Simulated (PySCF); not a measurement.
Species: CH₁₀GeOSi₂.
SMILES with atom numbers: `[CH3:1][Si@@H:2]([GeH3:3])[O:4][SiH3:5]`

A calculation gives these core lines: C 1s: 290.24 eV; O 1s: 537.65 eV; Si 1s: 1846.93 (area 1), 1847.43 (area 1) eV; Si 2p3/2: 107.02 (area 1), 107.51 (area 1) eV.

Method used: delta-SCF UKS SCAN, pcX-2 on the ionised atom, pcseg-1 elsewhere, spin-free X2C (PySCF 2.14.0). Geometry: PBE0-D3(BJ)/def2-SVP, one conformer, isolated molecule.

(1) Assign the Si 1s lines to atoms.

(2) Assign the Si 2p3/2 lines to atoms.

Results:

(1) 1846.93 eV: Si2 (oxygen-bound silicon); 1847.43 eV: Si5 (oxygen-bound silicon). Lowest listed Si 1s: Si2, bonded to O, C, H and Ge. Highest, 0.50 eV above it: Si5, bonded to O and 3 H. Summing the Pauling electronegativity differences to the bonded atoms, each weighted by its formal bond order, gives +2.60 for the lowest site and +2.44 for the highest; the largest sum, +2.60, belongs to Si2, 0.50 eV below the top. The smallest sum, +2.44, belongs to Si5, 0.50 eV above the lowest.

(2) 107.02 eV: Si2 (oxygen-bound silicon); 107.51 eV: Si5 (oxygen-bound silicon). Lowest listed Si 2p3/2: Si2, bonded to O, C, H and Ge. Highest, 0.49 eV above it: Si5, bonded to O and 3 H. Summing the Pauling electronegativity differences to the bonded atoms, each weighted by its formal bond order, gives +2.60 for the lowest site and +2.44 for the highest; the largest sum, +2.60, belongs to Si2, 0.49 eV below the top. The smallest sum, +2.44, belongs to Si5, 0.49 eV above the lowest.

Bonded neighbours of each site: C1: 3 H and Si; Si2: O, C, H and Ge; O4: 2 Si; Si5: O and 3 H.

Problem. Express the binding energy of C 1s of C1 in atomic units and per mole.

Solution. 290.24 eV = 10.6661 Eh = 28004 kJ/mol.

For 2p shells one spin-free hole was relaxed; a mean-field spin–orbit operator and the ground-state splitting of the three 2p orbitals were then diagonalised within the shell. The shell's mean is (2 × 2p3/2 + 2p1/2)/3, and the degeneracies 2j + 1 give areas of 2:1. 2p1/2 minus 2p3/2 (ligand field included): Si 0.63 eV. No level of germanium is listed.

Conformer computed: `[CH3:1][Si@@H:2]([GeH3:3])[O:4][SiH3:5]`: C1–Si2–O4–Si5 -96°.
